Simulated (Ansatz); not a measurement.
(CuI)2 ring (Cu₂I₂). Charge 0, multiplicity 1. Geometry PBE0-D4/def2-SVP; atoms count from 1.

Cartesian coordinates in Å:
```
Cu 0.6239 -0.8568 -0.5335
I 1.8854 1.1952 0.2857
Cu -0.6239 0.8567 0.5335
I -1.8855 -1.1952 -0.2857
```

In the def2 sets I takes a core potential; there is no spin–orbit coupling.

Q: Estimate the Mulliken populations from the PBE0/def2-TZVP orbitals of Ansatz.

A: 
| atom | charge (e) | d electrons |
| --- | --- | --- |
| Cu1 | 0.24 | 9.93 |
| I2 | -0.24 | – |
| Cu3 | 0.24 | 9.93 |
| I4 | -0.24 | – |
Mulliken values and Mayer orders depend strongly on the basis.

Q: And the Mayer bond orders between bonded heavy atoms (over 0.3)?

A: Cu1–I2 0.66 (2.54 Å); Cu1–I4 0.66 (2.54 Å); I2–Cu3 0.66 (2.54 Å); Cu3–I4 0.66 (2.54 Å).
